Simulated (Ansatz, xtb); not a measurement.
Two isomers of C2H8BNSi2

Structure X is `BN1[SiH2]C=C[SiH2]1`, a singlet and structure Y is `B1C=C[SiH2][SiH2]N1`, a singlet. Both are isolated molecules in the gas phase, relaxed with PBE0-D3(BJ)/def2-SVP; the shapes shown needn't be the lowest conformers.

X (Å):

```xyz
14

C     2.0050   -0.1791    0.3146
C     2.1636   -0.1330    1.6535
B    -1.9481   -0.6767    1.4796
N    -0.5609   -0.4971    1.3091
Si    0.2395   -0.4212   -0.2693
Si    0.5852   -0.3214    2.6483
H    -2.4224   -0.7184    2.5963
H    -2.6696   -0.7899    0.5099
H    -0.2615    0.7182   -1.0944
H     0.0528   -1.6804   -1.0501
H     2.8684   -0.0786   -0.3560
H     3.1588    0.0060    2.0957
H     0.5960   -1.5234    3.5342
H     0.2816    0.8751    3.4887
```

Y (Å):

```xyz
14

C    -1.3296   -0.3447    0.4378
C    -0.3154    0.4152   -0.0466
B    -0.9759   -1.3566    1.5738
N    -0.2534   -0.8935    2.7226
Si    1.4764    0.4941    0.5864
Si    1.4874   -1.0333    2.3890
H    -1.0764   -2.5520    1.3837
H    -2.2807   -0.3459   -0.1113
H    -0.5075    1.0102   -0.9531
H     2.4170    0.2521   -0.5532
H     1.7492    1.8811    1.0909
H     1.7954   -2.4374    1.9905
H     2.3074   -0.6446    3.5762
H    -0.4272    0.1079    2.8500
```

Quicker runs give these differences E(Y) − E(X): GFN2-xTB +156.8 kJ/mol; HF/STO-3G +171.8 kJ/mol (at GFN2-xTB geometries); r2SCAN-D4/def2-SVP +114.7 kJ/mol (at GFN2-xTB geometries).

Estimate E(Y) − E(X) at the level CCSD(T)/def2-SVP + ΔMP2/def2-TZVPP.

Calculated at CCSD(T)/def2-SVP + ΔMP2/def2-TZVPP: E(Y) − E(X) = +127.4 kJ/mol, so structure X lies lower.

The same difference at several levels:

```json
{"level": "GFN2-xTB", "geometry": "GFN2-xTB", "E(Y) − E(X) (kJ/mol)": "+156.8", "departure from the last row (kJ/mol)": "+29.5", "job, with rough time for the two": "optimisation, 0.31 s"}
{"level": "HF/STO-3G", "geometry": "GFN2-xTB", "E(Y) − E(X) (kJ/mol)": "+171.8", "departure from the last row (kJ/mol)": "+44.4", "job, with rough time for the two": "single point, 0.34 s"}
{"level": "r2SCAN-D4/def2-SVP", "geometry": "GFN2-xTB", "E(Y) − E(X) (kJ/mol)": "+114.7", "departure from the last row (kJ/mol)": "−12.7", "job, with rough time for the two": "single point, 3.3 s"}
{"level": "PBE0-D3(BJ)/def2-SVP", "geometry": "PBE0-D3(BJ)/def2-SVP", "E(Y) − E(X) (kJ/mol)": "+99.0", "departure from the last row (kJ/mol)": "−28.4", "job, with rough time for the two": "optimisation, 38 s"}
{"level": "HF/def2-SVP", "geometry": "PBE0-D3(BJ)/def2-SVP", "E(Y) − E(X) (kJ/mol)": "+146.0", "departure from the last row (kJ/mol)": "+18.6", "job, with rough time for the two": "part of the CCSD(T) run"}
{"level": "MP2/def2-SVP", "geometry": "PBE0-D3(BJ)/def2-SVP", "E(Y) − E(X) (kJ/mol)": "+127.1", "departure from the last row (kJ/mol)": "−0.3", "job, with rough time for the two": "part of the CCSD(T) run"}
{"level": "CCSD(T)/def2-SVP", "geometry": "PBE0-D3(BJ)/def2-SVP", "E(Y) − E(X) (kJ/mol)": "+119.7", "departure from the last row (kJ/mol)": "−7.7", "job, with rough time for the two": "single point"}
{"level": "CCSD(T)/def2-SVP + ΔMP2/def2-TZVPP", "geometry": "PBE0-D3(BJ)/def2-SVP", "E(Y) − E(X) (kJ/mol)": "+127.4", "departure from the last row (kJ/mol)": "", "job, with rough time for the two": "single point, 35 s"}
```

As drawn, Y has 1 C–B, 1 Si–Si, 1 N–H in place of 1 N–Si, 1 C–Si, 1 B–H. Structure X has a 5-membered ring, Y a 6-membered ring.

The levels shown agree on the order. The largest departure from CCSD(T)/def2-SVP + ΔMP2/def2-TZVPP is that of HF/STO-3G, 44.4 kJ/mol. The last row adds to CCSD(T) the change of the MP2 difference between the two basis sets, here +7.7 kJ/mol.

With thermal terms from frequencies at re-optimised GFN2-xTB minima (ideal gas, soft modes damped towards free rotors, one conformer each, 298.15 K, 1 atm): on the last row, ΔE + ΔZPE = +129.9, ΔH = +130.2, ΔG = +127.7 kJ/mol.

The correlated steps freeze 14 core orbitals. Programs: Ansatz 0.2.0, xtb 6.7.1; the last row on 4 threads of Arm Neoverse V1 on a shared host.
